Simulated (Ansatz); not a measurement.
`[F][Al@H-]1[NH2+][Al@H-]([F])[NH2+]1`. The species carries charge 0 and has multiplicity 1.

```csv
atom,x (Å),y (Å),z (Å)
F1,-0.9665,-2.2910,0.6016
Al2,-1.1205,-0.8168,-0.1585
N3,-0.5398,0.5226,1.1229
Al4,1.1207,0.8167,0.1587
F5,0.9665,2.2908,-0.6016
N6,0.5398,-0.5226,-1.1229
H7,-2.4275,-0.4427,-0.9614
H8,-1.1189,1.3535,1.1844
H9,-0.4435,0.1592,2.0653
H10,2.4277,0.4425,0.9614
H11,0.4432,-0.1588,-2.0652
H12,1.1189,-1.3533,-1.1848
```

Problem. What are the harmonic wavenumbers in cm⁻¹ at PBE0-D4/def2-TZVP (Ansatz, finite differences of forces, unscaled)? (An estimate is asked.)

Solution. The calculation gave: 60, 139, 145, 215, 236, 349, 466, 513, 526, 529, 579, 598, 604, 623, 687, 688, 766, 785, 826, 845, 858, 873, 1568, 1580, 1948, 1952, 3528, 3528, 3603, 3603.

Problem. Is this a minimum?

Solution. Yes, all 30 modes are real.

Problem. Give the ideal-gas thermochemistry at 298.15 K and 1 bar (rigid rotor, harmonic oscillator; point group C2h, symmetry number 2).

Solution. Zero-point energy 198.7 kJ/mol; H(298) − E = 223.6 kJ/mol; entropy 369.4 J/(mol·K), of which translation 169.2, rotation 111.7, vibration 88.5; G(298) − E = 113.5 kJ/mol. Modes under 100 cm⁻¹ are hindered rotations or soft bends, so the harmonic entropy is rough.

Problem. Rotational constants (cm⁻¹)?

Solution. 0.1575, 0.04549, 0.0425.
